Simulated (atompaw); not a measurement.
## Varying the PAW (atompaw) potential for aluminium

Base potential:

```
Element                 : Al (Z = 13)
Generator               : atompaw 4.2.0.5
Type                    : PAW
Functional              : LDA (PW92)
Relativity              : scalar-relativistic
Frozen core             : [Ne]
Valence charge          : 3
Reference configuration : 3s2 3p1
Partial waves           : 3s (bound): rc 2.75 bohr; 3s channel at 0.75 Ry: rc 2.75 bohr; 3p (bound): rc 2.75 bohr; 3p channel at 3.6 Ry: rc 2.75 bohr
Local potential         : bessel scheme, radius 2.50 bohr
Core correction         : smooth core density matched at 1.85 bohr
Augmentation charge     : besselshape compensation charge, radius 2.05 bohr; PAW radius 2.75 bohr; waves and projectors: custom rrkj gramschmidtortho
```

All-electron outer shells of the reference configuration (LDA (PW92), scalar-relativistic, ld1.x):

```json
{"shell": "2s", "level (eV)": "-107.51", "outermost node (bohr)": "0.17", "outermost maximum (bohr)": "0.50"}
{"shell": "2p", "level (eV)": "-69.72", "outermost node (bohr)": "–", "outermost maximum (bohr)": "0.43"}
{"shell": "3s", "level (eV)": "-7.83", "outermost node (bohr)": "0.80", "outermost maximum (bohr)": "2.06"}
{"shell": "3p", "level (eV)": "-2.78", "outermost node (bohr)": "0.82", "outermost maximum (bohr)": "2.64"}
```

Cutoffs, loose and tight: the cutoffs (Ry, on a coarse ladder) from which the occupation-weighted sum of valence levels, in a spherical-Bessel basis at the reference potential, stays within 10 and 1 mRy of its value at 400 Ry. They see the waves, projectors and local potential, not the compensation charge or the core. A dash means not determined.

| change | outcome | cutoff, loose | cutoff, tight | bound ghosts |
| --- | --- | --- | --- | --- |
| base | generated, no UPF (negative core plus compensation charge) | 6 Ry | 8 Ry | none |
| wave 3p (bound): rc 2.75 bohr becomes 3p (bound): rc 1.84 bohr | generated | 6 Ry | 6 Ry | none |
| local potential bessel scheme, radius 1.60 bohr | generated, no UPF (negative core plus compensation charge) | 6 Ry | 8 Ry | none |
| augmentation besselshape compensation charge, radius 2.05 bohr; PAW radius 2.75 bohr; waves and projectors: custom rrkj vanderbiltortho | generated, no UPF (negative core plus compensation charge) | 6 Ry | 8 Ry | none |
| core correction smooth core density matched at 1.54 bohr | generated | 6 Ry | 8 Ry | none |
| all radii scaled by about 1.14 (s 3.14, p 3.14 bohr); local potential bessel scheme, radius 2.84 bohr; augmentation besselshape compensation charge, radius 2.34 bohr; PAW radius 3.14 bohr; waves and projectors: custom rrkj gramschmidtortho; core correction smooth core density matched at 2.10 bohr | generated, no UPF (negative core plus compensation charge) | 6 Ry | 6 Ry | none |
| wave 3p (bound): rc 2.75 bohr becomes 3p (bound): rc 2.00 bohr | generated, no UPF (negative core plus compensation charge) | 6 Ry | 6 Ry | none |
| core [He], valence charge 11; reference 2s2 2p6 3s2 3p0; waves now 2s (bound): rc 0.90 bohr; 3s (bound): rc 1.05 bohr; 2p (bound): rc 0.85 bohr; 3p (bound): rc 1.25 bohr; local potential bessel scheme, radius 1.25 bohr; core correction smooth core density matched at 0.90 bohr; augmentation besselshape compensation charge, radius 1.25 bohr; PAW radius 1.25 bohr; waves and projectors: custom rrkj gramschmidtortho | generated | 120 Ry | 200 Ry | none |
| augmentation besselshape compensation charge, radius 1.14 bohr; PAW radius 2.75 bohr; waves and projectors: custom rrkj gramschmidtortho | generated, no UPF (negative core plus compensation charge) | 6 Ry | 8 Ry | none |
